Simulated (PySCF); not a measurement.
**Cr²⁺ (chromium, charge +2) across methods**

[Ar] 3d4, high-spin 5D determinant. All numbers are calculated (PySCF 2.14, no relativity, point nucleus, in def2-QZVPPD). The B2PLYP total includes its PT2 part (frozen core); its orbital energies are those of the SCF part.

```json
{"method": "PBE0", "E (hartree)": "-1043.373", "mean ε 3p α (eV)": "-71.695", "mean ε 3p β (eV)": "-66.241", "mean ε 3d α (eV)": "-26.558", "Σ⟨r²⟩ (bohr²)": "16.40", "⟨S²⟩": "6.001"}
{"method": "wB97X-V", "E (hartree)": "-1043.449", "mean ε 3p α (eV)": "-73.751", "mean ε 3p β (eV)": "-68.879", "mean ε 3d α (eV)": "-28.892", "Σ⟨r²⟩ (bohr²)": "16.42", "⟨S²⟩": "6.001"}
{"method": "B2PLYP", "E (hartree)": "-1043.329", "mean ε 3p α (eV)": "-75.946", "mean ε 3p β (eV)": "-68.837", "mean ε 3d α (eV)": "-28.775", "Σ⟨r²⟩ (bohr²)": "16.32", "⟨S²⟩": "6.001"}
{"method": "CAM-B3LYP", "E (hartree)": "-1043.625", "mean ε 3p α (eV)": "-72.863", "mean ε 3p β (eV)": "-67.767", "mean ε 3d α (eV)": "-28.052", "Σ⟨r²⟩ (bohr²)": "16.46", "⟨S²⟩": "6.001"}
{"method": "r2SCAN", "E (hartree)": "-1043.548", "mean ε 3p α (eV)": "-69.224", "mean ε 3p β (eV)": "-64.121", "mean ε 3d α (eV)": "-24.615", "Σ⟨r²⟩ (bohr²)": "16.39", "⟨S²⟩": "6.001"}
{"method": "HSE06", "E (hartree)": "-1043.390", "mean ε 3p α (eV)": "-71.269", "mean ε 3p β (eV)": "-65.853", "mean ε 3d α (eV)": "-26.123", "Σ⟨r²⟩ (bohr²)": "16.42", "⟨S²⟩": "6.000"}
{"method": "LDA", "E (hartree)": "-1041.286", "mean ε 3p α (eV)": "-67.486", "mean ε 3p β (eV)": "-63.632", "mean ε 3d α (eV)": "-24.475", "Σ⟨r²⟩ (bohr²)": "16.57", "⟨S²⟩": "6.000"}
{"method": "PBE", "E (hartree)": "-1043.323", "mean ε 3p α (eV)": "-67.537", "mean ε 3p β (eV)": "-63.509", "mean ε 3d α (eV)": "-24.323", "Σ⟨r²⟩ (bohr²)": "16.57", "⟨S²⟩": "6.000"}
{"method": "UHF", "E (hartree)": "-1042.58322", "mean ε 3p α (eV)": "-83.309", "mean ε 3p β (eV)": "-72.996", "mean ε 3d α (eV)": "-32.632", "Σ⟨r²⟩ (bohr²)": "16.15", "⟨S²⟩": "6.001"}
```
